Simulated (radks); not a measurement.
The numbers below are computed, except where a source is named.
Q: The mean radii <r> (bohr) of the occupied orbitals of an atom or ion are listed with their occupations. Level of theory: non-relativistic Kohn-Sham, PBE, spin-unpolarised, spherical densities, point nucleus (a radial shooting solver on a logarithmic mesh with Libxc functionals).

orbital  occ.      <r>
1s          2  0.02408
2s          2   0.1026
2p          6  0.08706
3s          2   0.2655
3p          6   0.2552
3d         10   0.2269
4s          2   0.6004
4p          6   0.6154
4d         10   0.6545
5s          2    1.472
5p          6    1.664
4f          7   0.9073
6p          1    4.976

Name the element and its charge.

A: Z = 63, europium, charge +1: Eu+ in [Xe] 4f7 6p1. The 1s radius gives Z: for a bare nucleus <r> = 1.5/Z, 0.02381 bohr for Z = 63, and screening makes it slightly larger (0.02408 here). The occupations add up to 62, and the charge is Z minus that.
